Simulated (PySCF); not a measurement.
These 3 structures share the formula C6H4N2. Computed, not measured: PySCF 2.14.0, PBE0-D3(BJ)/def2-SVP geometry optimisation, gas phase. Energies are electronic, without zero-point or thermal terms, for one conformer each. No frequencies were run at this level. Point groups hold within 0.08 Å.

Problem. Order them by energy at this level, lowest first, and give relative energies in kcal/mol.
A. `N#CC1=CC=CC=N1`
B. `N#Cc1ccncc1`
C. `n1cccc(c1)C#N`

Solution. C (0.0), B (1.0), A (1.1).

Neighbours under 2.5 kcal/mol apart (N#Cc1cccnc1 and N#Cc1ccncc1; N#Cc1ccncc1 and N#Cc1ccccn1) can change places with a better method, another conformer or zero-point energy.

```tsv
SMILES	E (Eh)	E rel (kcal/mol)	dipole (D)	point group	A, B, C (MHz)
N#Cc1cccnc1	-339.88724	0.0	3.80	Cs	5849, 1572, 1239
N#Cc1ccncc1	-339.88563	1.0	1.93	C2v	6011, 1544, 1228
N#Cc1ccccn1	-339.88555	1.1	5.60	Cs	5862, 1598, 1256
```

Problem. How do the relative energies change in single points at PBE0/pcSseg-1 (no added dispersion term) on the same geometries?

Solution. 
```
     SMILES  PBE0-D3(BJ)/def2-SVP (kcal/mol)  PBE0/pcSseg-1 (kcal/mol)  shift
N#Cc1cccnc1                              0.0                       0.0    0.0
N#Cc1ccncc1                              1.0                       1.0    0.0
N#Cc1ccccn1                              1.1                       1.3   +0.2
```

Each column counts from its own lowest isomer. The order is unchanged; the largest shift is 0.2 kcal/mol.

Problem. As an exercise, what shares would exp(−E/RT) give at 500 K from these electronic energies alone (no entropy, no degeneracies)?

Solution. RT = 0.994 kcal/mol: N#Cc1cccnc1 58.6 %, N#Cc1ccncc1 21.2 %, N#Cc1ccccn1 20.2 %.
